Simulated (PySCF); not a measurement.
Be(Br)(GeH3) (BeBrGeH3), SMILES [GeH3][Be][Br].

The structure is a stationary point at ωB97X-D3(BJ)/def2-TZVP.

These are r2SCAN/def2-TZVPD in PySCF values and carry that method's errors.

The molecule is in vacuum.

Question: Estimate the frontier levels, gap, dipole moment and polarisability. (The exact figures need the calculation; the answer reports its results.)

Answer: 
The highest occupied level is -7.38 eV and the lowest empty level is -1.72 eV. The orbital gap is 5.66 eV. The dipole moment comes out as 0.03 D, the quadrupole, principal values (traceless, Buckingham form, about the centre of nuclear charge) is -5.13, 2.57, 2.57 D·Å and the mean static polarisability comes out as 74.3 bohr³ (11.01 Å³). The polarisability, principal values is 63.5, 63.5, 95.8 bohr³.
